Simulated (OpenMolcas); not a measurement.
Pd3+ (d7) on a cation site of an ionic host was computed by CASSCF with the d shell active (OpenMolcas, ANO-RCC-VTZP on the metal). Its lowest spin-free states, and all those of the highest spin:

| 2S+1 | Degeneracy | E (cm-1) |
| --- | --- | --- |
| 4 | 3 | 0.0 |
| 2 | 2 | 419.3 |
| 2 | 3 | 13876 |
| 4 | 3 | 14186 |
| 2 | 3 | 14310 |
| 2 | 3 | 18751 |
| 4 | 3 | 25406 |
| 2 | 3 | 27070 |
| 2 | 1 | 28178 |
| 4 | 1 | 30099 |
| 2 | 3 | 31133 |
| 2 | 2 | 33166 |

Question: Is the site octahedral, tetrahedral or cube-like, axial, or of lower symmetry?

Answer: The states with 2S+1 = 4 have orbital degeneracies 3, 3, 3, 1. Threefold states need a cubic site. For d7 at this spin an octahedron puts the threefold T1 below the threefold T2 and a tetrahedron or cube puts the single A2 below the threefold T2, so the site is octahedral. The run had Pd3+ with its 6 nearest fluoride ions at 2.108 Å, on the Y site of Cs2NaYF6 (a = 9.075 Å, distance in the model lattice 2.178 Å). The rest of the host is ab initio model potentials to 7.6 Å, with orthogonalisation functions on the cations behind the ligands, and point charges beyond; the distance is set by hand and nothing relaxes. Ligand basis ANO-RCC-VDZP.

An orbital triplet at a regular site is open to Jahn-Teller coupling, which can distort the site and quench the lowest spin-orbit gaps and is left out. Without dynamic correlation the repulsion within the d shell is too large (B by tens of per cent), so at a given field states of lower spin stand too high. This shell can be high or low spin here, a state of another spin lies low, and with metal d orbitals alone active their balance is uncertain, so the ground spin may be wrong. The least metal-like active orbital is 81 % on the metal (Löwdin) and no ligand orbital is active, so the numbers are rough. With metal d orbitals alone the field can be off either way by tens of per cent. Ligand-to-metal charge-transfer states are missing. With no ligand orbital active B as a rule stays too high, so bands that hang on it stand too high and its fall with covalency is understated. No measured value stands beside these numbers; the geometry was set by hand and not optimised.
